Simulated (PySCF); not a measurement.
Simulated C 1s region for `Clc1ccccn1` (2-chloropyridine), binding energy against the vacuum level.

Every computed line was given a Gaussian of 0.4 eV full width at half maximum and an area set by the number of equivalent atoms; the highest printed point is 100. Method: delta-SCF UKS SCAN, pcX-2 on the ionised atom, pcseg-1 elsewhere, spin-free X2C (PySCF 2.14.0).

(binding energy (eV), intensity): (290.3, 0), (290.4, 2), (290.5, 8), (290.6, 24), (290.7, 52), (290.8, 82), (290.9, 100), (291.0, 98), (291.1, 85), (291.2, 75), (291.3, 68), (291.4, 60), (291.5, 57), (291.6, 58), (291.7, 54), (291.8, 39), (291.9, 21), (292.0, 8), (292.1, 2), (292.2, 0), (292.3, 0), (292.4, 1), (292.5, 4), (292.6, 13), (292.7, 29), (292.8, 46), (292.9, 52), (293.0, 42), (293.1, 24), (293.2, 10), (293.3, 3), (293.4, 1)

**Question.** Count the maxima, the lines and the sites behind this envelope.

**Answer.** The curve has 3 maxima (at 290.9, 291.6 and 292.9 eV). Under it lie 5 lines from 5 inequivalent carbon sites. At this width some lines have no maximum of their own.

**Question.** Decompose the envelope and assign each component. Numbering: `[Cl:1][c:2]1[cH:3][cH:4][cH:5][cH:6][n:7]1`.

**Answer.** 
```tsv
position (eV)	relative area	line	atoms	environment
290.84	1	C 1s	C5	aromatic CH carbon
290.98	1	C 1s	C3	aromatic CH carbon
291.29	1	C 1s	C4	aromatic CH carbon
291.67	1	C 1s	C6	aromatic CH next to a ring nitrogen
292.89	1	C 1s	C2	aromatic C–Cl carbon
```

The listed C 1s values span 2.05 eV, from C5 (bonded to 2 C (aromatic in the SMILES) and H) to C2 (bonded to Cl, N (aromatic in the SMILES) and C (aromatic in the SMILES)). Summing the Pauling electronegativity differences to the bonded atoms, each weighted by its formal bond order, gives -0.35 for the lowest site and +1.35 for the highest; no listed site has a larger sum than the highest.

The curve has no shake-up lines and no vibrational structure. Geometry: PBE0-D3(BJ)/def2-SVP; no solvent, vibrations or thermal averaging.
